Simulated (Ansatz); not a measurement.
`FCCOC(F)(F)F` and `FC(F)(F)OBCl` differ in one atom or group.

Ansatz, PBE0-D4/def2-TZVP geometries, multiplicity 1. Each molecule was computed in one conformer, which needn't be the lowest.

```tsv
property	`FCCOC(F)(F)F`
size of the dipole moment (ωB97M-V/def2-TZVPP) / D	0.76
HOMO–LUMO gap (PBE/def2-TZVPP) / eV	7.86
HOMO–LUMO gap (ωB97M-V/def2-TZVPP) / eV	14.73
LUMO energy (PBE/def2-TZVPP) / eV	0.14
LUMO energy (B3LYP/def2-TZVPP) / eV	0.91
LUMO energy (ωB97M-V/def2-TZVPP) / eV	2.85
```

(1) What does the change do to each property? (An estimate is asked.)

Results:

(1) Ansatz gave: 
| property | `FC(F)(F)OBCl` | shift |
| --- | --- | --- |
| size of the dipole moment (ωB97M-V/def2-TZVPP) / D | 0.68 | -0.08 |
| HOMO–LUMO gap (PBE/def2-TZVPP) / eV | 5.82 | -2.04 |
| HOMO–LUMO gap (ωB97M-V/def2-TZVPP) / eV | 12.65 | -2.08 |
| LUMO energy (PBE/def2-TZVPP) / eV | -2.25 | -2.39 |
| LUMO energy (B3LYP/def2-TZVPP) / eV | -1.49 | -2.40 |
| LUMO energy (ωB97M-V/def2-TZVPP) / eV | 0.81 | -2.04 |

With PBE0 the HOMO falls by 0.09 eV and the LUMO falls by 2.51 eV, so the gap narrows by about 2.42 eV. PBE moves the HOMO by -0.35 eV and ωB97M-V by 0.04 eV. Dipoles are sizes alone; their direction can turn.

B3LYP here is the variant with VWN-RPA as its local correlation; programs differ in this.
